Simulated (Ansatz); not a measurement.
Species: C₂H₂O, charge 0, singlet. C2H2O (SMILES C(O)#C).
B3LYP-D3(BJ)/def2-TZVP minimum from Ansatz (a quantum-chemistry and plane-wave program):
```xyz
5

C      1.3080    -0.1153    -0.1364
C      0.1216    -0.0059    -0.0156
O     -1.1689     0.1846     0.0722
H      2.3584    -0.2191    -0.2392
H     -1.5848    -0.5301     0.5735
```
Charge 0, spin multiplicity 1.

Hartree-Fock and CCSD(T) correlation energies in hartree (Ansatz). Radicals and triplets start from unrestricted determinants; spin-orbit coupling is neglected. Correlated methods leave the cores frozen. No relativity.

```tsv
basis	X	E(HF)	E(corr, CCSD(T))
cc-pVTZ	3	-151.72785	-0.57572
cc-pVQZ	4	-151.73904	-0.61069
cc-pV5Z	5	-151.74167	withheld
```

Fit E(corr) = E∞ + A/X³ to X = 3 and 4, predict X = 5, and compare with the run.

A = (-0.57572 - (-0.61069))/(1/27 - 1/64) = 1.6332; E∞ = -0.61069 - A/64 = -0.63621; at X = 5, E∞ + A/125 = -0.62314. The run gave -0.62251, 0.63 mEh above the prediction. The same form on X = 4 and 5 gives E∞ = -0.63491, 1.30 mEh above the first estimate.
